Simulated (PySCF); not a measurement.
Series SiH3-X, H atom removed: substituent effects on one reactive site. Gas-phase values, no solvent. One relaxed conformer stands for each flexible species; it need not be the lowest. Strings in code marks are SMILES.

The four lowest singlet excitations (Tamm–Dancoff). All values below come from PBE-D3(BJ)/def2-TZVP // r2SCAN-D4/def2-TZVP in PySCF. Excitations are Tamm–Dancoff values on a coarser integration grid. The basis has no diffuse functions, so Rydberg states are missing or too high.

```
state  energy (eV)  wavelength (nm)  oscillator strength
-----  -----------  ---------------  -------------------
S1            7.82              159                0.081
S2            8.21              151                0.003
S3            8.21              151                0.003
S4            8.58              145                0.006
```

Problem. Identify which member gives these states.
(A) `FC(F)(F)[SiH3]`
(B) `B[SiH3]`
(C) `O=C[SiH3]`
(D) `CC[SiH3]`

Solution. A, `FC(F)(F)[SiH3]`
